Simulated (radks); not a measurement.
Zn II, 29 electrons, occupied as [Ar] 3d10 4s1.

Calculated with a radial shooting solver on a logarithmic mesh with Libxc functionals: scalar-relativistic Kohn-Sham, PBE, spin-unpolarised, spherical densities, finite nucleus; Fermi nuclear charge, rms radius 3.9283 fm.

Energy parts (eV):
total: -48862.032
kinetic: 49639.945
electron-nucleus: -117469.783
Hartree: 20908.036
exchange-correlation: -1940.230

Orbitals (lengths in bohr, moments of r in powers of bohr; <r^-3> diverges for s and p1/2; r(max) is where P^2 peaks; r(90%) holds 90 % of the orbital's charge):
\begin{tabular}{lrrrrrr}
orbital & occ. & eigenvalue (eV) & r(90%) & <r^-3> & <r^4> & r(max) \\ \hline
1s & 2 & -9535.349 & 0.0899 & - & 0.00002983 & 0.03291 \\
2s & 2 & -1167.831 & 0.350 & - & 0.006327 & 0.1892 \\
2p & 6 & -1013.554 & 0.324 & 794.7 & 0.004689 & 0.1521 \\
3s & 2 & -138.8990 & 1.02 & - & 0.4702 & 0.5882 \\
3p & 6 & -93.0851 & 1.10 & 102.6 & 0.6439 & 0.5924 \\
3d & 10 & -19.7606 & 1.58 & 9.519 & 3.331 & 0.5667 \\
4s & 1 & -13.9980 & 3.63 & - & 73.22 & 1.985 \\
\end{tabular}

The highest occupied level is 4s at -13.998 eV. The density falls to 0.001 e/bohr^3 at r = 3.63 bohr.
